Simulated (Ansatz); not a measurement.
## Reading a saddle point

A first-order saddle point of SnNH5O, singlet, PBE0-D4/def2-TZVP, with one imaginary mode of 1069i cm⁻¹:

```
8
angstrom
Sn -1.0203 0.3579 0.2894
N 1.0246 -0.3430 -0.0914
O -0.8543 0.1492 -1.5824
H 0.4430 -0.2372 -1.1181
H -0.9158 1.8863 1.0537
H -1.7973 -0.8062 1.2756
H 1.3038 -1.2862 0.1511
H 1.8162 0.2790 0.0220
```

Program: Ansatz 0.2.0. Basis: def2-TZVPP and def2-QZVPP. Cores are frozen in the correlated methods. Filled d shells of the heavier atoms are correlated. Core potentials replace the inner electrons of the atoms past krypton. The def2 sets are not built for correlating such inner shells, so the correlated values are less sure here. Extrapolation: Hartree–Fock as exp(−7.88 √X), correlation as X^−2.97.

Problem. Which contacts change along the imaginary mode, and what lies on either side? (Judge from chemistry; the calculation decides.)

Solution. By the calculation: The step is SnNH₅O ([NH2][SnH2][OH]) → SnH₂O ([O][SnH2]) + NH₃ (still joined by a long Sn–N bond), with the molecules in contact on both sides. Shortening one way: N2–H4; lengthening the same way: Sn1–N2, O3–H4.
```csv
pair,one side (Å),saddle (Å),other side (Å)
N2–H4,2.98,1.18,1.02
Sn1–N2,2.02,2.20,2.34
O3–H4,0.96,1.43,2.55
```

Problem. Which side is lower, and how far does the saddle lie above each? (Judge from chemistry; the value comes from the calculation.)

Solution. The calculation gives: The side with Sn1–N2, O3–H4 short is lower by 1.398 eV; the saddle lies 1.678 eV above it and 0.280 eV above the other (CCSD(T) at an estimated basis limit (MP2 extrapolated from triple and quadruple zeta, plus CCSD(T) − MP2 in triple zeta); electronic energies).

The T1 diagnostic stays at or below 0.022. The start structure is not quite a true minimum (one mode of 89i cm⁻¹).

Labels in which every atom is bracketed show which atoms are joined, not bond orders.

For scale, one of the runs: CCSD(T)/def2-TZVPP, 182 basis functions, launched by `ansatz run in.yaml --threads 4 --pin off --events-out ev --progress --plain --max-ram 9574MiB`. The run took 65 s on 4 CPU threads of an Intel Xeon (shared host), with 2.1 GiB of host memory at its peak.
